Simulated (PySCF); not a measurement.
GeCl2, SMILES [Cl][Ge][Cl] (connectivity only; charge and spin as stated), neutral, multiplicity 1.

Coordinates come from a PBE0-D3(BJ)/def2-TZVP optimisation. The isomer is the one that the SMILES or the coordinates give; other isomers of the formula were not compared.

All values below come from B3LYP/def2-TZVPD run with PySCF.

Isolated molecule, no solvent.

```yaml
total_energy: -2997.59920 hartree
point_group: C2v
highest_occupied_level: -7.98 eV
lowest_empty_level: -3.34 eV
orbital_gap: 4.65 eV
dipole_moment: 2.03 D
quadrupole, principal values (traceless, Buckingham form, about the centre of nuclear charge): -5.09, 1.02, 4.07 D·Å
mean_static_polarisability: 61.9 bohr³ (9.18 Å³)
polarisability_principal_values: 46.0, 61.8, 77.9 bohr³
```
